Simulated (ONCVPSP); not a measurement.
**V (Z = 23), ONCV: configuration errors across variants**

ONCVPSP 4.0.1 input, shortened (lines: element, Z, core and valence counts, functional; n l f; lmax; l rc ep ncon nbas qcut; lloc lpopt rc5 dvloc0; l nproj debl; icmod fcfact rcfact), LDA (Perdew-Wang 92), scalar-relativistic:

```
  V 23.00    4    3  -001012      upf
    1    0    2.00
    2    0    2.00
    2    1    6.00
    3    0    2.00
    3    1    6.00
    3    2    3.00
    4    0    2.00
    2
    0    2.70    0.00    3    6    2.40
    1    1.40    0.00    3    7    8.70
    2    1.75    0.00    3    8    8.90
    4    3    1.35    0.00
    0    2    0.90
    1    2    2.70
    2    2    3.60
    3    5.50    1.60
```

All-electron excitation energies from the reference (eV): (1) 3p6 3d3 4s1 7.934; (2) 3p6 3d3 4s0 22.472; (3) 3p6 3d2 4s0 51.635; (4) 3p5 3d3 4s2 50.890.

A true bound ghost makes a file unfit for plane-wave use even where its test errors are small: the radial tests pick states by their node count and pass the ghost by.

Errors AE − PS in meV (a dash: test not solved or not reliable):

| change | (1) | (2) | (3) | (4) | bound ghosts | GHOST(+) flags above zero |
| --- | --- | --- | --- | --- | --- | --- |
| base | -3.0 | -20 | +118 | -125 | none | s |
| d: rc 1.4 | -3.8 | -25 | +93 | -78 | none | s |
| d: rc 1.6 | -3.3 | -22 | +106 | -104 | none | s |
| d: rc 1.68 | -3.2 | -21 | +112 | -115 | none | s |
| d: rc 1.86 | -2.7 | -19 | +127 | -141 | none | s |
| d: rc 2.06 | -2.3 | -17 | +144 | -171 | none | s |
| d: rc 2.18 | -2.0 | -15 | +157 | -191 | none | s |
| d: rc 2.34 | -1.7 | -14 | +177 | -219 | none | s |
| d: rc 2.58 | -1.6 | -14 | +180 | -232 | none | s |

(1) Give the same row for: d: rc 1.24; local potential polynomial inside 1.24 bohr (lpopt 3, dvloc0 0 Ha).

## Answers

(1) -5.4, -28, +82, -140; bound ghosts: s; GHOST(+) flags above zero: none.
